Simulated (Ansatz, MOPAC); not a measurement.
System: CHS, charge 0, multiplicity 2. SMILES: [C]S

Atoms: S1, C2, H3. Bonds: S1-C2, S1-H3.

Bond lengths (Å) and angles (degrees) optimised at PM3 with MOPAC; MNDO with MOPAC; HF/STO-3G with Ansatz (a program for electronic structure); PBE/6-31G* with Ansatz; B3LYP/LANL2DZ with Ansatz; MP2/6-31G* with Ansatz, each started from the B3LYP-D3(BJ)/def2-TZVP structure (Ansatz) of the last column. A row stands for all coordinates that are equal there. 6-31G* holds six Cartesian d functions. No wavenumbers were computed at MNDO, HF/STO-3G, PBE/6-31G*, B3LYP/LANL2DZ, MP2/6-31G*, so these may be saddle points.

```
coordinate    PM3   MNDO  HF/STO-3G  PBE/6-31G*  B3LYP/LANL2DZ  MP2/6-31G*  B3LYP-D3(BJ)/def2-TZVP
----------  -----  -----  ---------  ----------  -------------  ----------  ----------------------
S1-C2       1.568  1.619      1.729       1.671          1.787       1.657                   1.642
S1-H3       1.320  1.310      1.338       1.405          1.399       1.363                   1.377
C2-S1-H3    109.9  105.3       97.8       106.7          103.2       103.5                   103.8
```

Mean signed difference of all 2 bond lengths from B3LYP-D3(BJ)/def2-TZVP: PM3 -0.065 Å, MNDO -0.045 Å, HF/STO-3G 0.024 Å, PBE/6-31G* 0.028 Å, B3LYP/LANL2DZ 0.084 Å, MP2/6-31G* 0.000 Å.
